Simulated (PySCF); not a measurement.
SMILES c1cc(CC)c(Cl)cc1 (C₈H₉Cl), GFN2-xTB optimised geometry.

```
18

C     -1.62    -2.46     1.46
C     -1.50    -1.94     0.03
C     -0.70    -0.67     0.00
C     -1.35     0.57     0.01
C     -0.63     1.75     0.01
C      0.75     1.73     0.01
C      1.41     0.51     0.00
C      0.69    -0.67     0.00
Cl     1.56    -2.17    -0.01
H     -2.11    -1.72     2.10
H     -0.64    -2.67     1.88
H     -2.21    -3.38     1.48
H     -2.49    -1.76    -0.38
H     -1.01    -2.70    -0.58
H     -2.43     0.59     0.01
H     -1.16     2.70     0.02
H      1.32     2.65     0.01
H      2.49     0.47     0.00
```

Density from CAM-B3LYP/def2-SVP (PySCF) at that geometry.

Minimum of the electron density along straight lines between bonded atoms, close to the bond critical point (lines longer than 1.1 times the sum of covalent radii, or with two minima, are not listed):

```json
[
 {"bond": "C1–C2", "length / Å": "1.530", "ρ at the minimum / e bohr⁻³": "(withheld)", "∇²ρ there / e bohr⁻⁵": "(withheld)", "position (fraction from the first atom)": "0.50"},
 {"bond": "C2–C3", "length / Å": "1.501", "ρ at the minimum / e bohr⁻³": "0.258", "∇²ρ there / e bohr⁻⁵": "(withheld)", "position (fraction from the first atom)": "0.48"},
 {"bond": "C3–C4", "length / Å": "1.390", "ρ at the minimum / e bohr⁻³": "0.311", "∇²ρ there / e bohr⁻⁵": "-0.80", "position (fraction from the first atom)": "0.50"},
 {"bond": "C4–C5", "length / Å": "1.383", "ρ at the minimum / e bohr⁻³": "0.315", "∇²ρ there / e bohr⁻⁵": "-0.82", "position (fraction from the first atom)": "0.50"},
 {"bond": "C5–C6", "length / Å": "1.384", "ρ at the minimum / e bohr⁻³": "0.315", "∇²ρ there / e bohr⁻⁵": "-0.82", "position (fraction from the first atom)": "0.50"},
 {"bond": "C6–C7", "length / Å": "1.383", "ρ at the minimum / e bohr⁻³": "0.314", "∇²ρ there / e bohr⁻⁵": "-0.82", "position (fraction from the first atom)": "0.50"},
 {"bond": "C3–C8", "length / Å": "1.392", "ρ at the minimum / e bohr⁻³": "0.311", "∇²ρ there / e bohr⁻⁵": "-0.79", "position (fraction from the first atom)": "0.49"},
 {"bond": "C7–C8", "length / Å": "1.385", "ρ at the minimum / e bohr⁻³": "0.315", "∇²ρ there / e bohr⁻⁵": "-0.82", "position (fraction from the first atom)": "0.49"},
 {"bond": "C8–Cl9", "length / Å": "1.734", "ρ at the minimum / e bohr⁻³": "0.200", "∇²ρ there / e bohr⁻⁵": "-0.29", "position (fraction from the first atom)": "0.41"},
 {"bond": "C1–H10", "length / Å": "1.088", "ρ at the minimum / e bohr⁻³": "0.277", "∇²ρ there / e bohr⁻⁵": "-1.03", "position (fraction from the first atom)": "0.63"},
 {"bond": "C1–H11", "length / Å": "1.087", "ρ at the minimum / e bohr⁻³": "0.279", "∇²ρ there / e bohr⁻⁵": "-1.04", "position (fraction from the first atom)": "0.63"},
 {"bond": "C1–H12", "length / Å": "1.087", "ρ at the minimum / e bohr⁻³": "0.277", "∇²ρ there / e bohr⁻⁵": "-1.03", "position (fraction from the first atom)": "0.63"},
 {"bond": "C2–H13", "length / Å": "1.091", "ρ at the minimum / e bohr⁻³": "0.277", "∇²ρ there / e bohr⁻⁵": "-1.02", "position (fraction from the first atom)": "0.63"},
 {"bond": "C2–H14", "length / Å": "1.091", "ρ at the minimum / e bohr⁻³": "0.279", "∇²ρ there / e bohr⁻⁵": "-1.04", "position (fraction from the first atom)": "0.63"},
 {"bond": "C4–H15", "length / Å": "1.080", "ρ at the minimum / e bohr⁻³": "0.284", "∇²ρ there / e bohr⁻⁵": "-1.09", "position (fraction from the first atom)": "0.63"},
 {"bond": "C5–H16", "length / Å": "1.080", "ρ at the minimum / e bohr⁻³": "0.284", "∇²ρ there / e bohr⁻⁵": "-1.09", "position (fraction from the first atom)": "0.63"},
 {"bond": "C6–H17", "length / Å": "1.079", "ρ at the minimum / e bohr⁻³": "0.284", "∇²ρ there / e bohr⁻⁵": "-1.10", "position (fraction from the first atom)": "0.63"},
 {"bond": "C7–H18", "length / Å": "1.079", "ρ at the minimum / e bohr⁻³": "0.285", "∇²ρ there / e bohr⁻⁵": "-1.11", "position (fraction from the first atom)": "0.64"}
]
```

Task: What belongs in the gaps?

Result: 
- C1–C2, ρ at the minimum / e bohr⁻³: 0.242
- C1–C2, ∇²ρ there / e bohr⁻⁵: -0.55
- C2–C3, ∇²ρ there / e bohr⁻⁵: -0.62
